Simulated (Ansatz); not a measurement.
The same path of CH5AlN2O (10 atoms, charge 0, multiplicity 1) was run twice with different band settings. Lost on the way: O3–H7. Made: N1–H7.

All numbers below come from RKS B3LYP-D4/def2-SVP in Ansatz.

Relaxed end points:

```xyz
10
Properties=species:S:1:pos:R:3
N 0.343 -0.713 1.586
C 0.254 -0.902 0.330
O 0.492 -2.137 -0.176
N -0.065 -0.009 -0.688
Al -0.472 1.748 -0.634
H 0.144 0.251 1.856
H 0.705 -2.694 0.590
H -0.051 -0.478 -1.592
H -0.493 2.477 0.764
H -0.776 2.406 -2.035
```

```xyz
10
Properties=species:S:1:pos:R:3
N 0.422 -0.876 1.254
C 0.284 -1.156 -0.082
O 0.491 -2.263 -0.543
N -0.086 -0.068 -0.887
Al -0.433 1.669 -0.565
H 0.109 -0.007 1.667
H 0.593 -1.664 1.864
H -0.131 -0.405 -1.848
H -0.391 2.136 0.946
H -0.774 2.582 -1.804
```

Common settings: spring 5.0 eV/Å²; optimiser quadratic models (default); start path through a guess of the saddle point; force threshold 0.03 eV/Å; iteration limit 60; end points relaxed.

| run | movable images | climbing image |
| --- | --- | --- |
| 1 | 7 | yes |
| 2 | 4 | no |

What does each run give, and how far can it be trusted?

Run 1: converged after 15 iterations, highest image 1.241 eV above the first end. A vibrational analysis at the climbing image gives one clearly imaginary mode, 1880i cm⁻¹: a first-order saddle point.
Run 2: converged after 15 iterations, highest image 0.969 eV above the first end. Neighbouring images differ by up to 1.2 eV, so the band resolves the path poorly. No image climbed, so the highest image needn't sit at the top of the path.
The orbitals stay closed-shell, which can raise the energy where a bond breaks towards radicals; this wasn't checked here.
